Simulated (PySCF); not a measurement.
# Excitation energy of Ag²⁺ by level of theory

Ag²⁺ [Kr] 4d9 (2D) → Ag²⁺ [Kr] 4d8 5p1 (high-spin determinant), as a difference of total energies. Computed with PySCF 2.14 in x2c-TZVPPall, with the spin-free X2C one-electron Hamiltonian (Gaussian nucleus). Correlated levels: valence and next inner shell: [Ar] 3d10 frozen. The calculations carry no spin-orbit coupling.

```json
{"method": "UHF", "excitation energy (cm⁻¹)": "112630"}
{"method": "MP2 (valence and next inner shell)", "excitation energy (cm⁻¹)": "121600"}
{"method": "SCS-MP2 (valence and next inner shell)", "excitation energy (cm⁻¹)": "121260"}
{"method": "CCSD (valence and next inner shell)", "excitation energy (cm⁻¹)": "119220"}
{"method": "CCSD(T) (valence and next inner shell)", "excitation energy (cm⁻¹)": "119240"}
```

The basis was made for the ground configuration and has no added diffuse functions, so the excitation energy can come out too high.

The determinant of the upper state mixes LS terms, which raises its energy above the lowest term, most at the Hartree-Fock and MP2 levels.
